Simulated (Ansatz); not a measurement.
`C=CC12CC3CC(CC(C3)C1)C2`. Charge 0, multiplicity 3. Geometry r2SCAN-D4/def2-SVP, that of the neutral singlet; atoms count from 1.

```xyz
30

C     0.569   -3.254   -1.134
C     1.156   -2.122   -0.729
C     0.483   -0.850   -0.292
C     0.952    0.313   -1.203
C     0.334    1.642   -0.746
C     0.769    1.939    0.698
C     0.292    0.807    1.620
C    -1.240    0.705    1.556
C    -1.673    0.406    0.113
C    -1.197    1.540   -0.809
C    -1.053   -0.923   -0.345
C     0.909   -0.522    1.162
H     1.165   -4.123   -1.429
H    -0.519   -3.361   -1.189
H     2.255   -2.082   -0.695
H     0.666    0.093   -2.247
H     2.056    0.376   -1.179
H     0.681    2.452   -1.412
H     0.344    2.904    1.031
H     1.868    2.035    0.751
H     0.608    1.016    2.658
H    -1.595   -0.094    2.232
H    -1.698    1.649    1.903
H    -2.774    0.329    0.065
H    -1.655    2.497   -0.502
H    -1.521    1.345   -1.847
H    -1.378   -1.156   -1.375
H    -1.407   -1.747    0.300
H     0.591   -1.345    1.827
H     2.012   -0.470    1.218
```

At PBE0-D4/def2-SVP a singlet of charge 0 lies 4.31 eV below the triplet at the same geometry.

Problem. Estimate the Mulliken populations of the heavy atoms from the PBE0/def2-SVP orbitals of Ansatz.

Solution. 
| atom | charge (e) | spin (α − β) |
| --- | --- | --- |
| C1 | -0.07 | 1.13 |
| C2 | -0.01 | 1.07 |
| C3 | -0.39 | -0.12 |
| C4 | 0.10 | 0.04 |
| C5 | -0.17 | 0.01 |
| C6 | 0.06 | 0.00 |
| C7 | -0.17 | 0.01 |
| C8 | 0.06 | 0.00 |
| C9 | -0.17 | 0.00 |
| C10 | 0.06 | 0.00 |
| C11 | 0.09 | 0.00 |
| C12 | 0.10 | 0.04 |
Mulliken values depend strongly on the basis.

Problem. Where does the spin sit?

Solution. Summed by element: C 2.17, H -0.17, of 2 unpaired in all. Largest on single atoms: C1 1.13, C2 1.07, C3 -0.12.

Problem. And the Mayer bond orders between heavy atoms (over 0.3)?

Solution. C1–C2 0.97 (1.34 Å); C2–C3 1.00 (1.50 Å); C3–C4 0.99 (1.55 Å); C3–C11 1.03 (1.54 Å); C3–C12 0.99 (1.55 Å); C4–C5 1.03 (1.54 Å); C5–C6 1.04 (1.54 Å); C5–C10 1.04 (1.54 Å); C6–C7 1.04 (1.54 Å); C7–C8 1.04 (1.54 Å); C7–C12 1.03 (1.54 Å); C8–C9 1.04 (1.54 Å); C9–C10 1.04 (1.54 Å); C9–C11 1.04 (1.54 Å).
